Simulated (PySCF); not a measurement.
# Electron correlation in P²⁺ (phosphorus, charge +2)

[Ne] 3s2 3p1, 2P determinant. Computed with PySCF 2.14 in def2-QZVPPD (10s6p5d2f1g, 76 functions), with the non-relativistic Hamiltonian (point nucleus). Frozen: 1s2; 11 electrons correlated.

```json
{"level": "CCSD", "correlation energy (mhartree)": "-252.30"}
{"level": "(T)", "correlation energy (mhartree)": "-3.26"}
{"level": "CCSD(T)", "correlation energy (mhartree)": "-255.56"}
```

Diagnostics: T1 = 0.0076, D1 = 0.0302, largest double amplitude 0.101.

Cost of the coupled-cluster step: roughly 17 core-seconds, for 11 correlated electrons.

This basis was not built for core-valence correlation, so the inner-shell part is incomplete.
